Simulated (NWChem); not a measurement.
Species: SiH2IF; SMILES F[SiH2]I

```xyz
5

Si    -0.5232     1.4911     0.0000
F      0.8354     2.3711     0.0000
I      0.0534    -0.8694     0.0000
H     -1.2798     1.7985     1.2387
H     -1.2798     1.7985    -1.2387
```
Atoms are numbered in this order, from 1.

Level: PBE0/def2-SVP with def2 effective core potentials on I (NWChem), optimised geometry, unscaled harmonic frequencies. def2 effective core potentials on I; no spin-orbit coupling.

Task: List the harmonic frequencies with IR intensities, and the thermochemistry.

Result: 
```tsv
frequency (cm⁻¹)	IR intensity (km/mol)
188	2.9
384	50.5
571	24.9
726	26.5
872	84.9
906	346.8
956	125.0
2279	68.9
2296	97.9
```

| Property | Value |
|---|---|
| zero-point energy | 13.1 kcal/mol |
| thermal correction to the enthalpy at 298.15 K (with zero-point energy) | 16.3 kcal/mol |
| heat capacity Cv | 12.7 cal/(mol K) |
| entropy at 298.15 K and 1 atm (symmetry number 1) | 71.9 cal/(mol K) |

Rigid rotor and harmonic oscillator.
